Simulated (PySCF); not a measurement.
Species: dimethyl phthalate, C10H10O4.
Bonds: C1–O2, O2–C3, C3–O4 (double), C3–C5, C5–C6 (aromatic), C6–C7 (aromatic), C7–C8 (aromatic), C8–C9 (aromatic), C9–C10 (aromatic), C10–C11, C11–O12 (double), C11–O13, O13–C14, C5–C10 (aromatic). Hydrogens: H15, H16, H17 on C1; H18 on C6; H19 on C7; H20 on C8; H21 on C9; H22, H23, H24 on C14.

NICS is the negative of the GIAO shielding at a point without a nucleus: at the ring centre (0) and 1 Å above and below it (1); zz is the component along the ring normal. Level: GIAO PBE0/pcSseg-1 (PySCF, non-relativistic, gas phase) on the PBE0-D3(BJ)/def2-SVP geometry, one conformer.

Ring bond lengths (Å), with Mayer bond orders in brackets: C5–C6 1.396 (1.44), C6–C7 1.392 (1.43), C7–C8 1.394 (1.42), C8–C9 1.392 (1.43), C9–C10 1.396 (1.44), C10–C5 1.405 (1.28).

What do the NICS probes read (ppm)?

```csv
ring,type,NICS(0),"NICS(1), two faces","NICS(1)zz, two faces",rms pucker (Å),"centre to ring atoms, mean (Å)"
C5–C6–C7–C8–C9–C10,6-membered carbocycle; formal bonds all aromatic,-9.1,-11.4 / -11.3,-27.4 / -27.4,0.01,1.40
```

What do they say, and how far can they be read as aromaticity?

- C5–C6–C7–C8–C9–C10: mean NICS(1)zz -27.4 ppm, shielded, aromatic by this magnetic criterion (flat ring, no four-coordinate atom).

How equal are the bonds by HOMA? HOMA takes Krygowski's 1993 parameters.

- C5–C6–C7–C8–C9–C10: HOMA 0.98 = 1 − EN − GEO, with mean bond length 1.396 Å, EN = α(Ropt − mean)² = 0.016 and GEO = α × variance = 0.005. The geometric and the magnetic index point the same way.

What is the mean of the two in-plane components of NICS at the first NICS(1) probe listed for ring C5–C6–C7–C8–C9–C10, 1 Å off the ring?

The isotropic value is a third of the trace: (3 × -11.4 − (-27.4))/2 = -3.4 ppm.

How shielded are the nuclei of the rings and their hydrogens (means over atoms taken as equivalent)?

| atoms | environment | σ isotropic (ppm) | principal values of the symmetric part, first atom (ppm) |
| --- | --- | --- | --- |
| C5 (×2) | substituted aromatic carbon | 46.7 | -39.9, 21.6, 159.0 |
| C6 (×2) | aromatic CH carbon | 48.2 | -58.3, 29.1, 173.6 |
| C7 (×2) | aromatic CH carbon | 48.1 | -61.7, 30.8, 175.4 |
| H18 (×2) | aromatic hydrogen | 23.32 | 19.2, 22.6, 28.1 |
| H19 (×2) | aromatic hydrogen | 23.64 | 20.2, 24.3, 26.4 |

How do the values depend on the level or the medium?

```json
{"level": "PBE0/pcSseg-1, gas", "NICS(0), C5–C6–C7–C8–C9–C10": "-9.1", "mean NICS(1)zz, C5–C6–C7–C8–C9–C10": "-27.4"}
{"level": "mPW1PW91/pcSseg-1, gas", "NICS(0), C5–C6–C7–C8–C9–C10": "-9.2", "mean NICS(1)zz, C5–C6–C7–C8–C9–C10": "-27.4"}
```

The geometry is the same throughout.

Time: 37 s wall, 93 s CPU (grids of density and orbitals included); peak memory 2.5 GiB. Hardware: 2 threads of an AMD EPYC 9R45, shared host with 96 logical CPUs at a one-minute load of 23. This is the whole shielding run at PBE0/pcSseg-1, SCF included.

The values belong to the conformer `[CH3:1][O:2][C:3](=[O:4])[c:5]1[cH:6][cH:7][cH:8][cH:9][c:10]1[C:11](=[O:12])[O:13][CH3:14]`: C1–O2–C3–O4 -6°, O2–C3–C5–C6 140°, C9–C10–C11–O12 -38°, C10–C11–O13–C14 178°.
